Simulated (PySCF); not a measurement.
## Electron correlation in F⁺ (fluorine, charge +1)

[He] 2s2 2p4, high-spin 3P determinant. Calculation: PySCF 2.14, in x2c-QZVPPall (7s4p3d2f1g, 57 functions); the spin-free X2C one-electron Hamiltonian (Gaussian nucleus). Frozen: nothing; 8 electrons correlated.

MP2 pair energies summed by pair of shells (mhartree):

```tsv
pair	energy	share (%)
2p-2p	-73.35	40.2
2s-2p	-73.28	40.2
1s-1s	-13.91	7.6
2s-2s	-11.15	6.1
1s-2p	-7.74	4.2
1s-2s	-2.96	1.6
```

Total MP2 correlation energy: -182.39 mhartree.

Same-spin part -40.82 and opposite-spin part -141.57 mhartree; SCS-MP2 scales them by 1/3 and 6/5 to -183.49 mhartree.

This basis was not built for core-valence correlation, so the inner-shell part is incomplete.
